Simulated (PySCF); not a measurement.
CH5GaO2S. Atoms are numbered in the order given.

```xyz
10

Ga    -0.0090    -0.5984     0.0000
O      0.9935    -2.0791     0.0000
H      0.5007    -2.9093     0.0000
O     -1.8055    -0.6361     0.0000
H     -2.2087    -1.5129     0.0000
S      0.9217     1.3812     0.0000
C     -0.5987     2.4371     0.0000
H     -1.5109     1.8279     0.0000
H     -0.5808     3.0714     0.8966
H     -0.5808     3.0714    -0.8966
```

Geometry: B3LYP-D3(BJ)/def2-SVP. The structure was generated by enumeration; whether it is a known compound was not checked. Other conformers were not sampled.

Method: PySCF with PBE/def2-TZVP.

Atomic charges (e):

```json
[
 {"atom": "Ga1", "IAO": "0.88", "Mulliken": "0.47"},
 {"atom": "O2", "IAO": "-0.72", "Mulliken": "-0.48"},
 {"atom": "H3", "IAO": "0.35", "Mulliken": "0.30"},
 {"atom": "O4", "IAO": "-0.74", "Mulliken": "-0.51"},
 {"atom": "H5", "IAO": "0.35", "Mulliken": "0.30"},
 {"atom": "S6", "IAO": "-0.13", "Mulliken": "-0.18"},
 {"atom": "C7", "IAO": "-0.50", "Mulliken": "-0.35"},
 {"atom": "H8", "IAO": "0.18", "Mulliken": "0.17"},
 {"atom": "H9", "IAO": "0.17", "Mulliken": "0.14"},
 {"atom": "H10", "IAO": "0.17", "Mulliken": "0.14"}
]
```
